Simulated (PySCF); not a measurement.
C3H10FSi2: g tensor and hyperfine couplings

Species: C3H10FSi2 (doublet state).
Numbering: `[F:1][CH:2][C@H:3]([SiH3:4])[CH2:5][SiH3:6]` (hydrogens: H7 on C2; H8 on C3; H9, H10, H11 on Si4; H12, H13 on C5; H14, H15, H16 on Si6)

Structure used (GFN2-xTB), in Å, numbered top down from 1:
```xyz
16
C3H10FSi2 angstrom
F     -2.2470    1.0328    1.9535
C     -1.3468    0.0822    1.5986
C     -0.4490    0.3604    0.4875
Si    -1.4766    0.0898   -1.1439
C      0.8088   -0.5084    0.5599
Si     2.2116   -0.0013   -0.6202
H     -1.6223   -0.9005    1.9391
H     -0.1769    1.4200    0.5173
H     -1.7273   -1.3477   -1.2489
H     -2.7214    0.8391   -0.9944
H     -0.7281    0.5828   -2.3002
H      1.1948   -0.4639    1.5832
H      0.5357   -1.5518    0.3899
H      2.4666    1.4333   -0.4718
H      1.8591   -0.3015   -2.0088
H      3.4113   -0.7562   -0.2523
```

The hyperfine couplings belong to this conformer and change with its torsions.

The calculation used PySCF, UKS B3LYP, pcH-1 on C F H Si, non-relativistic, mean-field spin-orbit, GIAO. One conformer (not necessarily the lowest) at the GFN2-xTB geometry, without solvent, vibrations or thermal averaging. A GFN2-xTB geometry isn't a minimum of the functional, and hyperfine couplings can be far from their values at a DFT geometry. No stability test was run, so a lower SCF solution isn't excluded.

```json
{
 "g1, g2, g3": "2.00199, 2.00409, 2.00472",
 "g_iso": "2.00360",
 "Form of g": "rhombic: the two nearest values differ by 23 % of g3 − g1",
 "⟨S²⟩": "0.7539 (exact 0.7500)",
 "Total energy": "-799.12956 Eh"
}
```

Isotropic coupling and dipolar principal values T1 to T3, in 10⁻⁴ cm⁻¹ (1 × 10⁻⁴ cm⁻¹ = 2.998 MHz):

```csv
atom,isotope,a_iso,of which spin–orbit,T1,T2,T3,Mulliken spin population
F1,19F,50.0,0.2,-82.7,-69.9,152.5,0.06
C2,13C,49.1,0.0,-27.0,-26.2,53.1,0.90
C3,13C,-9.0,0.0,-1.0,-0.3,1.3,-0.07
Si4,29Si,-40.5,0.0,-6.9,3.0,3.8,0.08
C5,13C,9.1,0.0,-0.7,-0.6,1.3,0.01
Si6,29Si,-0.1,0.0,-0.2,0.1,0.1,0.00
H7,1H,-16.8,0.0,-12.2,-0.4,12.6,-0.04
H8,1H,15.8,0.0,-1.6,-1.5,3.1,0.02
H9,1H,-1.4,0.0,-0.9,-0.5,1.4,0.00
H10,1H,-1.5,0.0,-1.0,-0.5,1.5,0.00
H11,1H,12.0,0.0,-0.8,-0.2,1.0,0.02
H12,1H,-0.5,0.0,-1.7,-0.9,2.6,0.01
H13,1H,-0.1,0.0,-1.0,-0.9,1.8,0.00
H14,1H,0.1,0.0,-0.3,-0.3,0.6,0.00
H15,1H,0.5,0.0,-0.3,-0.2,0.5,0.00
H16,1H,0.0,0.0,-0.2,-0.2,0.4,0.00
```

The Mulliken spin populations are largest on C2 (+0.90), Si4 (+0.08), C3 (-0.07) and F1 (+0.06). C2 is the only atom above +0.15. The positive populations add up to 1.11 and the negative ones to -0.11, together 2S = 1. The angles at C2 add up to 356.2°, so it is nearly planar; its axial dipolar tensor and the negative coupling of its proton fit spin in a p orbital normal to that plane.

Axes: g2 points within 9° of the F1–C2 bond.

Under fast tumbling the dipolar parts average out, and these isotropic splittings remain: 1 × 19F (F1, I = 1/2, 2 lines) with 5.34 mT, 1 × 1H (H7, I = 1/2, 2 lines) with 1.79 mT, 1 × 1H (H8, I = 1/2, 2 lines) with 1.68 mT, 3 × 1H (H9/H10/H11, I = 1/2, 4 lines) with 0.32 mT and 1 × 1H (H12, I = 1/2, 2 lines) with 0.06 mT.

Nuclei that the bonding pattern makes equivalent are averaged, as if the motion that swaps them (rotation, inversion, ring flip) were fast. The three 1H nuclei of mean +9.1 MHz run from -4.6 to 36.1 MHz in the frozen geometry.

The 13C coupling of C2 (147.3 MHz) shows only in satellite lines or after enrichment, since that isotope makes up about 1.07 % of natural carbon.

The 29Si coupling of Si4 (-121.4 MHz) shows only in satellite lines or after enrichment, since that isotope makes up about 4.7 % of natural silicon.

The spin density at the nucleus, in bohr⁻³, is negative for C3 (-0.0241) and H7 (-0.0113), for instance. A restricted open-shell determinant has no negative spin density anywhere; here it arises because α and β orbitals differ (spin polarisation).
